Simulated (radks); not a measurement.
The numbers below are computed, except where a source is named.
All-electron atom: Sb42+ in [He] 2s2 2p5. Level of theory: scalar-relativistic Kohn-Sham, LDA (Slater exchange, Perdew-Wang correlation), spin-unpolarised, spherical densities, finite nucleus; Fermi nuclear charge, rms radius 4.6802 fm (a radial shooting solver on a logarithmic mesh with Libxc functionals).

Normalised radial functions P(r) = r R(r), r in bohr:

r	2s
0.002603	0.6647
0.002888	0.7206
0.00323	0.7845
0.003585	0.8471
0.004009	0.9178
0.004485	0.9913
0.004976	1.0616
0.005566	1.1387
0.006176	1.2104
0.006908	1.2865
0.007665	1.3545
0.008573	1.4226
0.009513	1.4787
0.01064	1.5284
0.01181	1.5614
0.01321	1.5788
0.01465	1.5739
0.01639	1.5412
0.01833	1.4749
0.02034	1.3786
0.02275	1.2328
0.02525	1.0546
0.02824	0.8138
0.03133	0.5440
0.03505	0.2050
0.03889	-0.1508
0.04349	-0.5703
0.04826	-0.9827
0.05398	-1.4353
0.06038	-1.8761
0.067	-2.2536
0.07494	-2.6015
0.08315	-2.8487
0.093	-3.0129
0.1032	-3.0577
0.1154	-2.9846
0.1281	-2.8089
0.1433	-2.5198
0.159	-2.1829
0.1778	-1.7796
0.1973	-1.4003
0.2207	-1.0198
0.2468	-0.6943
0.2739	-0.4546
0.3063	-0.2662
0.3399	-0.1493
0.3802	-0.0727
0.4218	-0.0337
0.4718	-0.0131
0.5236	-0.0048
0.5856	-0.0014
0.6498	-0.0004
0.7268	-0.0001
0.8064	0.0000
0.902	0.0000

2s: eigenvalue -7336.8 eV, 1 radial node at r = 0.0373 bohr, <r> = 0.120 bohr, 90 % of the charge inside 0.184 bohr.
